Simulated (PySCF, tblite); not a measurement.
Compound: C6H11NO.
Numbering: `[CH3:1][N:2]([CH3:3])[C:4](=[O:5])[CH:6]1[CH2:7][CH2:8]1` (hydrogens: H9, H10, H11 on C1; H12, H13, H14 on C3; H15 on C6; H16, H17 on C7; H18, H19 on C8)

Computed with GFN2-xTB (tblite), gas phase: Langevin dynamics at 200 K from the optimised GFN2-xTB geometry, time step 0.5 fs, friction 0.01 fs⁻¹, 2000 steps. Over the second half of the run the saved frames average 214 K.

Frame at 250 fs, instantaneous temperature 169 K:
```
atom  x, y, z in Å
C1     -1.107    0.488    1.378
N2     -1.232   -0.483    0.249
C3     -2.607   -0.645   -0.236
C4     -0.227   -1.056   -0.484
O5     -0.501   -1.475   -1.586
C6      1.200   -1.124    0.102
C7      2.170    0.011   -0.114
C8      2.317   -1.331   -0.889
H9     -1.912    0.341    2.083
H10    -0.145    0.343    1.842
H11    -1.138    1.593    1.142
H12    -2.549   -1.150   -1.226
H13    -3.055    0.367   -0.383
H14    -3.176   -1.267    0.505
H15     1.321   -1.497    1.099
H16     1.863    0.869   -0.704
H17     2.790    0.128    0.732
H18     3.191   -1.943   -0.629
H19     2.053   -1.429   -1.942
```

Frame at 425 fs, instantaneous temperature 132 K:
```
atom  x, y, z in Å
C1     -0.862    0.260    1.560
N2     -1.100   -0.636    0.429
C3     -2.304   -0.253   -0.304
C4     -0.134   -1.317   -0.197
O5     -0.389   -1.729   -1.319
C6      1.257   -1.377    0.427
C7      2.136   -0.193   -0.107
C8      2.414   -1.587   -0.569
H9     -0.855   -0.290    2.490
H10     0.033    0.878    1.431
H11    -1.730    0.914    1.622
H12    -2.305   -0.717   -1.299
H13    -2.262    0.807   -0.535
H14    -3.164   -0.577    0.257
H15     1.359   -1.684    1.458
H16     1.692    0.488   -0.816
H17     2.889    0.248    0.497
H18     3.311   -2.007   -0.105
H19     2.110   -1.853   -1.553
```

Frame at 625 fs, instantaneous temperature 188 K:
```
atom  x, y, z in Å
C1     -0.533    1.147    1.270
N2     -0.847    0.086    0.338
C3     -2.173   -0.083   -0.188
C4      0.122   -0.739   -0.167
O5     -0.091   -1.498   -1.121
C6      1.386   -0.796    0.541
C7      2.538    0.139    0.166
C8      2.593   -1.359   -0.128
H9      0.199    1.810    0.865
H10    -1.441    1.720    1.376
H11    -0.188    0.742    2.201
H12    -2.198   -0.924   -0.873
H13    -2.485    0.749   -0.847
H14    -2.895   -0.321    0.583
H15     1.295   -1.092    1.640
H16     2.427    0.814   -0.656
H17     3.251    0.458    0.956
H18     3.231   -1.996    0.476
H19     2.410   -1.613   -1.173
```

Frame at 800 fs, instantaneous temperature 162 K:
```
atom  x, y, z in Å
C1     -0.601    1.254    1.368
N2     -0.741    0.368    0.213
C3     -2.047    0.487   -0.548
C4      0.137   -0.543   -0.251
O5     -0.175   -1.427   -1.030
C6      1.469   -0.470    0.421
C7      2.445    0.660    0.041
C8      2.693   -0.754   -0.401
H9     -0.328    2.274    1.099
H10    -1.518    1.293    2.011
H11     0.157    0.831    2.045
H12    -2.170   -0.401   -1.185
H13    -2.060    1.321   -1.193
H14    -2.877    0.552    0.164
H15     1.454   -0.701    1.500
H16     2.108    1.417   -0.693
H17     3.000    0.951    0.953
H18     3.510   -1.366    0.083
H19     2.612   -0.998   -1.437
```

Frame at 1000 fs, instantaneous temperature 252 K:
```
atom  x, y, z in Å
C1     -0.322    1.618    0.785
N2     -0.697    0.482    0.014
C3     -2.108    0.330   -0.248
C4      0.169   -0.501   -0.425
O5     -0.192   -1.323   -1.217
C6      1.615   -0.395    0.040
C7      2.566    0.633   -0.465
C8      2.761   -0.779   -0.850
H9     -1.046    2.410    0.630
H10    -0.316    1.415    1.886
H11     0.692    1.865    0.563
H12    -2.279   -0.427   -0.986
H13    -2.542    1.264   -0.507
H14    -2.653   -0.019    0.668
H15     1.716   -0.622    1.111
H16     2.358    1.277   -1.260
H17     3.172    1.046    0.252
H18     3.563   -1.392   -0.458
H19     2.497   -0.969   -1.897
```

**Question.** What do single points at PBE0/pcSseg-1 (PySCF, gas phase) give on these frames?

**Answer.** 
| t (fs) | GFN2-xTB E above start (eV) | DFT E above lowest frame (eV) | HOMO (eV) | LUMO (eV) | dipole (D) |
| --- | --- | --- | --- | --- | --- |
| 250 | 0.60 | 0.17 | -6.76 | 0.51 | 3.62 |
| 425 | 0.49 | 0.14 | -6.77 | 0.72 | 3.77 |
| 625 | 0.40 | 0.00 | -6.77 | 0.42 | 3.70 |
| 800 | 0.52 | 0.15 | -6.88 | 0.48 | 3.90 |
| 1000 | 0.41 | 0.08 | -6.67 | 0.70 | 3.58 |

Both levels order the frames alike by energy; measured from each level's lowest frame they differ by 0.07 eV at most. The HOMO–LUMO gap runs from 7.19 to 7.49 eV. These are instantaneous structures, not minima.

**Question.** And the isotropic GIAO shieldings (ppm) from the same runs?

**Answer.** 
```csv
atom,250 fs,425 fs,625 fs,800 fs,1000 fs,mean,range
C1,146.5,147.5,153.0,146.2,150.8,148.8,6.8
N2,144.0,153.9,149.8,143.7,149.8,148.2,10.2
C3,144.6,145.6,154.0,147.2,151.4,148.6,9.4
C4,13.3,10.8,6.8,15.3,15.5,12.3,8.7
O5,-98.7,-80.5,-117.5,-86.3,-91.7,-94.9,37.0
C6,165.1,170.0,166.8,167.0,167.4,167.3,4.9
C7,180.1,174.9,177.4,176.2,184.1,178.5,9.2
C8,179.4,177.5,178.1,173.7,180.7,177.9,7.0
H9,29.1,28.7,29.0,28.4,29.2,28.9,0.8
H10,28.3,28.1,29.2,28.3,28.3,28.4,1.1
H11,28.2,29.0,28.7,27.6,27.9,28.3,1.4
H12,25.7,26.7,26.9,26.6,27.5,26.7,1.8
H13,28.8,29.7,29.0,30.1,30.4,29.6,1.6
H14,28.4,29.1,29.5,29.6,28.8,29.1,1.2
H15,30.3,30.2,29.1,29.7,30.4,29.9,1.3
H16,30.9,31.6,31.5,30.4,32.1,31.3,1.7
```

The cost below is that of the whole dynamics run. Hardware: an Arm Neoverse V2 with one thread, on a shared host. Cost: 9.0 s, 0.18 GiB resident at most.
